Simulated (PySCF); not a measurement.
Level of theory: PySCF with PBE-D3(BJ)/def2-TZVP // B3LYP-D3(BJ)/def2-TZVP. Gas-phase values, no solvent. 

Reference species (SMILES): `[GaH3]` (neutral, multiplicity 1).

The HOMO is -7.34 eV and the LUMO is -2.65 eV. The HOMO–LUMO gap is 4.69 eV.

Changed species: `[F][GaH2]` (2 of 3 F replaced by H; the reference has 3 of 3 F replaced by H).

Question: What does the change do to the HOMO, LUMO and HOMO–LUMO gap?

Answer: the HOMO decreases by 0.21 eV, to -7.55 eV; the LUMO increases by 0.21 eV, to -2.44 eV; the HOMO–LUMO gap increases by 0.42 eV, to 5.11 eV.
